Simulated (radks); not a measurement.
Results of a calculation; reference values are marked as such.
How relativity changes the ionisation of neutral sulfur ([Ne] 3s2 3p4) to S+ ([Ne] 3s2 3p3). Spin-unpolarised spherical Kohn-Sham, PBE, point nucleus unless stated (finite: rms radius 3.2611 fm), a radial shooting solver on a logarithmic mesh with Libxc functionals. A level marked "c x" has the speed of light scaled by that factor and shares open shells by 2j + 1; other Dirac levels either fill j = l - 1/2 first or share by 2j + 1.

[
 {"level": "non-rel.", "E(S) (hartree)": "-397.91481", "E(S+) (hartree)": "-397.48182", "IE (eV)": "11.782", "HOMO": "3p", "<r> HOMO (bohr)": "2.072"},
 {"level": "scalar-rel.", "E(S) (hartree)": "-399.04592", "E(S+) (hartree)": "-398.61342", "IE (eV)": "11.769", "HOMO": "3p", "<r> HOMO (bohr)": "2.072"},
 {"level": "scalar-rel., finite nucleus", "E(S) (hartree)": "-399.04554", "E(S+) (hartree)": "-398.61304", "IE (eV)": "11.769", "HOMO": "3p", "<r> HOMO (bohr)": "2.072"},
 {"level": "Dirac, 2j+1 shares", "E(S) (hartree)": "-399.04688", "E(S+) (hartree)": "-398.61438", "IE (eV)": "11.769", "HOMO": "3p3/2", "<r> HOMO (bohr)": "2.075"},
 {"level": "Dirac, low j first", "E(S) (hartree)": "-399.04893", "E(S+) (hartree)": "-398.61801", "IE (eV)": "11.726", "HOMO": "3p3/2", "<r> HOMO (bohr)": "2.076"},
 {"level": "Dirac, 2j+1 shares, finite nucleus", "E(S) (hartree)": "-399.04651", "E(S+) (hartree)": "-398.61400", "IE (eV)": "11.769", "HOMO": "3p3/2", "<r> HOMO (bohr)": "2.075"},
 {"level": "Dirac, c x 1.25", "E(S) (hartree)": "-398.63758", "E(S+) (hartree)": "-398.20490", "IE (eV)": "11.774", "HOMO": "3p3/2", "<r> HOMO (bohr)": "2.074"},
 {"level": "Dirac, c x 1.5", "E(S) (hartree)": "-398.41608", "E(S+) (hartree)": "-397.98330", "IE (eV)": "11.776", "HOMO": "3p3/2", "<r> HOMO (bohr)": "2.073"},
 {"level": "Dirac, c x 10", "E(S) (hartree)": "-397.92606", "E(S+) (hartree)": "-397.49307", "IE (eV)": "11.782", "HOMO": "3p3/2", "<r> HOMO (bohr)": "2.072"}
]

NIST Atomic Spectra Database: 10.360 eV (measured). The relativistic part of the total energy of S is -1.132 hartree (Dirac, 2j+1 shares, finite nucleus), 0.28 % of the non-relativistic value. Spin polarisation and multiplet splitting of open shells are left out at every level.

Beside tabulated values, note that spin-unpolarised runs miss the spin-polarisation part of the exchange energy of open shells.
